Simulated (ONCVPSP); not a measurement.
What the settings do to the ONCV potential of hafnium

Base potential:

ONCVPSP 4.0.1 input, shortened (lines: element, Z, core and valence counts, functional; n l f; lmax; l rc ep ncon nbas qcut; lloc lpopt rc5 dvloc0; l nproj debl; icmod fcfact rcfact), PBE, fully relativistic:

```
  Hf 72.00   10    4        4      upf
    1    0    2.00
    2    0    2.00
    2    1    6.00
    3    0    2.00
    3    1    6.00
    3    2   10.00
    4    0    2.00
    4    1    6.00
    4    2   10.00
    4    3   14.00
    5    0    2.00
    5    1    6.00
    5    2    2.00
    6    0    2.00
    2
    0    2.15    0.00    4    7    4.80
    1    1.50    0.00    4    7    5.10
    2    2.95    0.00    3    7    4.20
    4    5    1.35    3.00
    0    2    3.00
    1    1    1.70
    2    2    2.90
    2    0.30    1.05
```

Open shells are filled in proportion to 2j + 1.

All-electron outer shells of the reference configuration (PBE, scalar-relativistic, ld1.x):

```json
{"shell": "5s", "level (eV)": "-67.02", "outermost node (bohr)": "0.55", "outermost maximum (bohr)": "1.01"}
{"shell": "5p", "level (eV)": "-35.57", "outermost node (bohr)": "0.60", "outermost maximum (bohr)": "1.16"}
{"shell": "4f", "level (eV)": "-16.83", "outermost node (bohr)": "–", "outermost maximum (bohr)": "0.45"}
{"shell": "6s", "level (eV)": "-5.11", "outermost node (bohr)": "1.37", "outermost maximum (bohr)": "2.89"}
{"shell": "5d", "level (eV)": "-2.69", "outermost node (bohr)": "0.67", "outermost maximum (bohr)": "1.69"}
```

Cutoffs, loose and tight: the cutoffs (Ha) at which the residual kinetic energy of the hardest occupied pseudo-wave falls to 1 and 0.1 mHa per electron. They do not see the model core or the augmentation charge, which bear on the density cutoff. Test errors are all-electron minus pseudo excitation energies from the reference, over the configurations 5s2 5p6 5d2 6s1; 5s2 5p6 5d2 6s0; 5s2 5p6 5d1 6s0; 5s2 5p6 5d3 6s1. A dash means not determined; rows that change the core or the reference have their own tests. The largest error is taken over the tests solved by every variant that gives reliable tests at all: 5s2 5p6 5d2 6s0; 5s2 5p6 5d2 6s1; 5s2 5p6 5d3 6s1.

```tsv
change	outcome	cutoff, loose	cutoff, tight	bound ghosts	GHOST(+) flags above zero	largest test error (meV)
base	generated	53 Ha	66 Ha	none	none	+16
core correction Teter function fitted to the true core (icmod 2), fcfact 0.18	generated	53 Ha	66 Ha	none	none	-17
core correction Teter function fitted to the true core (icmod 2), fcfact 0.34	generated	53 Ha	66 Ha	none	none	+17
core correction Teter function fitted to the true core (icmod 2), fcfact 0.58	generated	53 Ha	66 Ha	none	none	+18
core correction Teter function fitted to the true core (icmod 2), fcfact 0.82	generated	53 Ha	66 Ha	none	none	+18
core correction Teter function fitted to the true core (icmod 2), fcfact 0.94	generated	53 Ha	66 Ha	none	none	+18
core correction Teter function fitted to the true core (icmod 2), fcfact 1.18	generated	53 Ha	66 Ha	none	none	+19
```

Reading the sweep of the fcfact (base included, trends over the rows without a ghost): The loose cutoff stays near 53 Ha.
